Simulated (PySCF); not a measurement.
Isomers of C4H4. All species are isolated molecules in the gas phase. Strings in code marks are SMILES.

The HOMO–LUMO gap from two functionals at the same geometries (CAM-B3LYP-D3(BJ)/def2-TZVP), both in PySCF: PBE-D3(BJ)/def2-TZVP and CAM-B3LYP-D3(BJ)/def2-TZVP. 

```tsv
species	PBE-D3(BJ)/def2-TZVP (eV)	CAM-B3LYP-D3(BJ)/def2-TZVP (eV)
`C#CC=C`	4.30	8.68
`C1=CC=C1`	1.98	6.56
`C1C(C=1)=C`	3.36	7.94
`C(=C)=C=C`	3.69	7.82
```

Over these rows, drawn at random from the members with no instability flagged (it was tested for open shells, ions and some series alone), PBE minus CAM-B3LYP-D3(BJ): mean -4.42 eV, from -4.58 eV to -4.13 eV.
